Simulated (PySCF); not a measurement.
Species: C2H5BCl, net charge 0, doublet state. It need not be the lowest isomer of its formula. 
Coordinates optimised at B3LYP-D3(BJ)/def2-TZVP (Ansatz):
```
B
C 1 1.5230
H 2 1.0840 1 122.95
H 2 1.0853 3 115.02 1 -180.00
C 1 1.5619 2 125.12 3 180.00
H 5 1.0910 1 113.26 2 0.00
H 5 1.0946 6 108.33 1 122.96
H 5 1.0946 6 108.33 7 114.07
Cl 1 1.7860 2 116.82 3 0.00
```
Charge 0, spin multiplicity 2.

Dispersion corrections to the total energy (kcal/mol) from the dftd3 and dftd4 libraries through PySCF: D3(BJ) without and D4 with the three-body term, each with the damping fitted for the functional named.

```json
[
 {"functional": "revPBE", "D3(BJ)": "(withheld)", "D4": "-12.01"},
 {"functional": "B2GP-PLYP", "D3(BJ)": "-2.56", "D4": "(withheld)"},
 {"functional": "B2PLYP", "D3(BJ)": "(withheld)", "D4": "-2.61"},
 {"functional": "HSE06", "D3(BJ)": "-2.60", "D4": "-2.91"},
 {"functional": "LC-wPBE", "D3(BJ)": "-3.74", "D4": "-4.16"},
 {"functional": "PBE", "D3(BJ)": "-3.95", "D4": "-3.74"},
 {"functional": "PBE0", "D3(BJ)": "-3.43", "D4": "-3.14"}
]
```

**Question.** Some entries are withheld; supply them.

**Answer.** 
- revPBE, D3(BJ): -10.00
- B2GP-PLYP, D4: -1.57
- B2PLYP, D3(BJ): -3.22
